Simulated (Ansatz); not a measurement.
Correlation energies of CuF₃HOP (`[OH][Cu-][P+](F)(F)F`) by basis set

```xyz
7

O    -2.177    0.237   -1.604
Cu   -0.767    0.107   -0.539
P     0.860    0.037    0.775
F     1.965   -1.008    0.482
F     0.601   -0.280    2.269
F     1.741    1.301    0.940
H    -2.224   -0.394   -2.324
```

Total charge 0; spin multiplicity 1. For Cu the d shell is correlated and the shells below it are frozen. Scalar relativity is left out up to krypton. The geometry is a stationary point of PBE0-D4/def2-TZVP. It is one conformer, not always the lowest. Frozen core, restricted reference, the Gaussian-basis code of Ansatz.

```csv
basis,HF (Eh),MP2 corr.,CCSD corr.,(T),CCSD(T) total
def2-SVP,-2352.85415,-1.20881,-1.17300,-0.03538,-2354.06253
def2-TZVPP,-2353.72892,-1.70322,-1.61758,-0.06492,-2355.41142
def2-QZVPP,-2353.80006,-1.84302,–,–,–
```
